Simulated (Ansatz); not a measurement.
CF$_{3}$Te, SMILES `FC(F)(F)[Te]` radical. The species carries charge 0 and has multiplicity 2. Te: def2 effective core potential. Geometry: relaxed with PBE0-D4/def2-TZVP.

```xyz
5

F     0.084    0.228   -1.377
C    -0.037   -0.107   -0.094
F     0.639   -1.241    0.084
F    -1.327   -0.354    0.148
Te    0.640    1.474    1.239
```

Task: What is the dipole moment at B3LYP/def2-TZVPP? (Best estimate.)

Result: Computed: 1.56 D, with components (0.52, 1.13, 0.94) D in this frame, pointing from negative to positive charge.

Task: And with PBE, r2SCAN, ωB97M-V? (An estimate is asked.)

Result: Ansatz gave: PBE 1.23 D, r2SCAN 1.29 D, ωB97M-V 1.61 D.

Task: Give the Mulliken charges with B3LYP, ωB97M-V, PBE in def2-TZVPP. (Best estimate.)

Result: Computed: 
```json
{"atom": "F1", "B3LYP": "-0.16", "ωB97M-V": "-0.15", "PBE": "-0.11"}
{"atom": "C2", "B3LYP": "0.41", "ωB97M-V": "0.37", "PBE": "0.31"}
{"atom": "F3", "B3LYP": "-0.16", "ωB97M-V": "-0.15", "PBE": "-0.11"}
{"atom": "F4", "B3LYP": "-0.16", "ωB97M-V": "-0.15", "PBE": "-0.12"}
{"atom": "Te5", "B3LYP": "0.07", "ωB97M-V": "0.08", "PBE": "0.03"}
```

B3LYP here is the variant with VWN-RPA as its local correlation; programs differ in this.
